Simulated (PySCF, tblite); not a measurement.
Isomers of C3H8O3Si2, one GFN2-xTB conformer each. Single-point energies are computed at PBE0/pcSseg-1 (PySCF, gas phase, no added dispersion term), electronic only.

```
                  SMILES  GFN2-xTB relative energy (kJ/mol)
C=CO[Si@@](O)([SiH3])C=O                              436.7
O[Si@H]1O[SiH2]C2(CC2)O1                                0.0
```

Conformers: `[CH2:1]=[CH:2][O:3][Si@@:4]([OH:5])([SiH3:6])[CH:7]=[O:8]` with C1–C2–O3–Si4 5°, C2–O3–Si4–O5 -68°, O3–Si4–O5–H -154°, O3–Si4–C7–O8 165°; `[OH:1][Si@H:2]1[O:3][SiH2:4][C:5]2([CH2:6][CH2:7]2)[O:8]1` with H–O1–Si2–O3 -59°, O1–Si2–O3–Si4 132°, Si2–O3–Si4–C5 -5°, O3–Si4–C5–C6 138°, Si4–C5–C6–C7 115°.

What does PBE0/pcSseg-1 give for the same structures?

| SMILES | PBE0/pcSseg-1 E (Eh) | PBE0/pcSseg-1 (kJ/mol) | GFN2-xTB (kJ/mol) | point group |
| --- | --- | --- | --- | --- |
| O[Si@H]1O[SiH2]C2(CC2)O1 | -923.23990 | 0.0 | 0.0 | C1 |
| C=CO[Si@@](O)([SiH3])C=O | -923.12920 | 290.6 | 436.7 | C1 |

Both levels put the same isomer lowest. As drawn, the lower has a three-membered ring, which the higher lacks; the higher has a C=O bond, an Si–Si bond and a C=C bond outside aromatic rings, which the lower lacks.

Which frontier levels, dipoles and rotational constants go with these structures?

```csv
SMILES,"HOMO (eV, PBE0/pcSseg-1)",LUMO (eV),dipole (D),"A, B, C (MHz)"
O[Si@H]1O[SiH2]C2(CC2)O1,-7.50,0.13,2.25,"2578, 1221, 943.7"
C=CO[Si@@](O)([SiH3])C=O,-6.94,-1.77,1.42,"1768, 1070, 838.3"
```

What happens when harmonic zero-point energies from GFN2-xTB frequencies are added?

```tsv
SMILES	ZPE (kJ/mol)	electronic (kJ/mol)	with ZPE (kJ/mol)
O[Si@H]1O[SiH2]C2(CC2)O1	285.1	0.0	0.0
C=CO[Si@@](O)([SiH3])C=O	266.1	290.6	271.6
```

The zero-point energies span 19.0 kJ/mol. The order is unchanged.
